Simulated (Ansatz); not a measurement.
`NCC1BN1` and `Cl[SiH2]C1BN1` differ in one atom or group.

Ansatz, PBE0-D4/def2-TZVP geometries, multiplicity 1. Each molecule was computed in one conformer, which needn't be the lowest.

```json
{"property": "HOMO–LUMO gap (PBE/def2-TZVPP) / eV", "`NCC1BN1`": "4.27"}
{"property": "HOMO energy (PBE0/def2-TZVPP) / eV", "`NCC1BN1`": "-6.65"}
{"property": "size of the dipole moment (PBE/def2-TZVPP) / D", "`NCC1BN1`": "1.70"}
{"property": "HOMO energy (ωB97M-V/def2-TZVPP) / eV", "`NCC1BN1`": "-9.03"}
{"property": "LUMO energy (ωB97M-V/def2-TZVPP) / eV", "`NCC1BN1`": "1.82"}
{"property": "HOMO–LUMO gap (ωB97M-V/def2-TZVPP) / eV", "`NCC1BN1`": "10.85"}
```

What does the change do to each property? (Estimate.)

Ansatz gave: 
```
                                      property  `Cl[SiH2]C1BN1`  shift
           HOMO–LUMO gap (PBE/def2-TZVPP) / eV             5.00   0.73
            HOMO energy (PBE0/def2-TZVPP) / eV            -7.61  -0.96
size of the dipole moment (PBE/def2-TZVPP) / D             2.83   1.13
         HOMO energy (ωB97M-V/def2-TZVPP) / eV            -9.85  -0.82
         LUMO energy (ωB97M-V/def2-TZVPP) / eV             1.42  -0.40
       HOMO–LUMO gap (ωB97M-V/def2-TZVPP) / eV            11.27   0.42
```

With PBE0 the HOMO falls by 0.96 eV and the LUMO falls by 0.42 eV, so the gap widens by about 0.54 eV. PBE moves the HOMO by -1.14 eV and ωB97M-V by -0.82 eV. Dipoles are sizes alone; their direction can turn.
